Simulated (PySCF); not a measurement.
C6H6O, SMILES C#C[C@H]1C=COC1.

Geometry: PBE-D3(BJ)/def2-SVP. The structure was generated by enumeration; whether it is a known compound was not checked. The values are those of a single conformer.

Method: SMD-B3LYP/def2-SVP run with PySCF.

Solvation free energies are E(SMD) − E(gas) at the gas-phase geometry, for 1 M in both phases. In vacuum the dipole moment is 0.52 D.

Rank water, methanol, toluene by solvation free energy, most negative first.

methanol (-4.1 kcal/mol), toluene (-3.9 kcal/mol), water (-1.7 kcal/mol)
